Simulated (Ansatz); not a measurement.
```yaml
atoms:
  - { symbol: Cl, position_ang: [0.0000, 0.0000, 1.9706] }
  - { symbol: Cl, position_ang: [0.0000, 0.0000, -1.9706] }
  - { symbol: Al, position_ang: [0.0000, 0.0000, 6.2790] }
  - { symbol: Al, position_ang: [0.0000, 0.0000, -6.2790] }
```

Basis set: pcseg-2 (spherical functions). Charge 0, multiplicity 1.

Computed with Ansatz (development build ahead of 0.2.0); each method stands on the lowest determinant of its kind that the runs found. Restricted functionals stand beside restricted open-shell atoms, which can lie above the unrestricted atoms usual in DFT and then raise those values.

The atomization energy at this shape (free ground-state atoms in the same class of orbitals less the molecule, no zero-point energy) of singlet Al2Cl2:

```csv
method,atomization energy
ωB97X (unrestricted),2.10 eV
```

**Question.** What does ωB97X (restricted) give?

**Answer.** 2.21 eV. Caution: charge can spread falsely over distant fragments; the shape is not the minimum. Caution for ωB97X (unrestricted): the unrestricted determinant is spin contaminated.
